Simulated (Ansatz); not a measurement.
Calculated with Ansatz (gas phase, PBE0-D4/def2-TZVP geometries, no zero-point term in ΔE). CCSD(T)/CBS adds triple-zeta CCSD(T) − MP2 to the extrapolated MP2 energy (def2 sets, frozen cores). This one scheme is used for every species, atoms too. Functionals use def2-TZVPP. Open shells (•) are unrestricted, without spin–orbit coupling. Spin–orbit coupling would lower the free atoms: a little for B, C. Each species was taken in one conformer, which may not be the lowest.

`CNBCN` → B• + 2 C• + 9 H• + 2 N•  (atomization)

`CNBCN`:

Cartesian coordinates in Å:
```
C -0.693 -2.046 1.155
N -0.175 -1.135 0.162
B 0.079 0.220 0.326
C 0.729 1.067 -0.835
N 0.322 2.469 -0.816
H -0.898 -1.492 2.071
H -1.624 -2.517 0.823
H 0.023 -2.840 1.390
H 0.028 -1.570 -0.726
H -0.191 0.719 1.384
H 1.814 1.033 -0.655
H 0.580 0.571 -1.812
H -0.686 2.552 -0.856
H 0.692 2.970 -1.612
```

Task: What is ΔE at CCSD(T)/CBS? (Estimate.)

Result: Computed: +5242.5 kJ/mol.

Task: What do these levels give: PBE0-D4, B2PLYP, PBE0, CCSD(T)/def2-TZVPP, MP2/CBS(def2), CCSD/CBS(def2)? (An estimate is asked.)

Result: Ansatz gave: PBE0-D4 5283.6, B2PLYP 5217.9, PBE0 5265.8, CCSD(T)/def2-TZVPP 5107.8, MP2/CBS(def2) 5294.4, CCSD/CBS(def2) 5174.6 kJ/mol.

Largest T1 diagnostic among the species: 0.014.

The D4 term adds +33.6 kJ/mol with B3LYP and +17.8 kJ/mol with PBE0; it sums over pairs of atoms, weighted by their polarisabilities, and B3LYP, whose exchange is more repulsive, gets the larger term. From PBE to PBE0 (25 % exact exchange), in def2-TZVPP and without D4, ΔE moves by −86.0 kJ/mol: exact exchange takes away binding that semilocal exchange gives to molecules.

B3LYP here is the variant with VWN-RPA as its local correlation; programs differ in this.

For atomizations the MP2-based limit and the directly extrapolated one differ by several kJ/mol either way, and by 10 to 25 for some Ge, Se and Sn compounds, so smaller differences from it don't rank the levels.
